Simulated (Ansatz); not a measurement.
`C[CH2][GaH][SeH]` + `NC1(F)O[SiH2]1` → `C[CH2][GaH][NH2]` + `FC1([SeH])O[SiH2]1`  (redistribution)

Isolated molecules relaxed with PBE0-D4/def2-TZVP in Ansatz; ΔE leaves out vibrations. CCSD(T)/CBS adds triple-zeta CCSD(T) − MP2 to the extrapolated MP2 energy (def2 sets, frozen cores). For Ga, Se outer-core shells are correlated without core-valence functions, which leaves a few kJ/mol of doubt a bond. Scalar relativity is left out up to krypton. One conformer a species, not always the lowest.

`C[CH2][GaH][SeH]`:

```xyz
11

C    -0.265   -0.223    1.295
C    -0.927   -0.322   -0.071
Ga    0.175    0.220   -1.613
Se    2.359    0.966   -1.271
H     0.628   -0.850    1.357
H    -0.941   -0.542    2.094
H     0.043    0.801    1.521
H    -1.258   -1.347   -0.273
H    -1.837    0.288   -0.111
H    -0.261    0.209   -3.117
H     2.285    0.801    0.187
```

`NC1(F)O[SiH2]1`:

```xyz
9

N    -0.132   -1.012   -1.095
C    -0.234    0.167   -0.352
F    -1.141    1.068   -0.876
O     1.007    0.811   -0.141
Si    0.356    0.400    1.354
H     0.219   -0.821   -2.029
H    -1.021   -1.488   -1.156
H    -0.112    1.529    2.184
H     1.059   -0.655    2.112
```

`C[CH2][GaH][NH2]`:

```xyz
12

C    -0.026   -0.442    1.506
C    -0.292   -1.141    0.178
Ga   -0.077    0.008   -1.410
N     0.390    1.742   -1.112
H    -0.701    0.404    1.658
H     0.994   -0.052    1.560
H    -0.158   -1.117    2.358
H     0.371   -2.005    0.057
H    -1.306   -1.555    0.155
H    -0.263   -0.400   -2.910
H     0.528    2.422   -1.840
H     0.541    2.137   -0.200
```

`FC1([SeH])O[SiH2]1`:

Z-matrix (Å, degrees):
```
C
Se 1 1.943
O 1 1.409 2 111.3
F 1 1.355 2 111.6 3 -126.1
Si 1 1.821 2 125.2 3 69.4
H 2 1.468 1 93.4 3 -168.0
H 5 1.476 1 121.3 2 166.5
H 5 1.476 1 122.2 2 0.4
```

| species | CCSD/CBS(def2) energy (Eh) |
| --- | --- |
| `C[CH2][GaH][SeH]` | -4404.96606 |
| `NC1(F)O[SiH2]1` | -559.14086 |
| `C[CH2][GaH][NH2]` | -2059.55306 |
| `FC1([SeH])O[SiH2]1` | -2904.52149 |

Problem. Work out ΔE.

Solution. ΔE = (-2059.55306) + (-2904.52149) − (-4404.96606) − (-559.14086) = 0.03237 Eh = +85.0 kJ/mol. CCSD(T)/CBS gives +82.0 kJ/mol.

Largest T1 diagnostic among the species: 0.014.

From PBE to PBE0 (25 % exact exchange), in def2-TZVPP and without D4, ΔE moves by +8.5 kJ/mol. In def2-TZVPP, CCSD(T) changes the Hartree–Fock value by −22.8 kJ/mol (the triples alone add −3.0 kJ/mol) and MP2 by −25.5 kJ/mol.
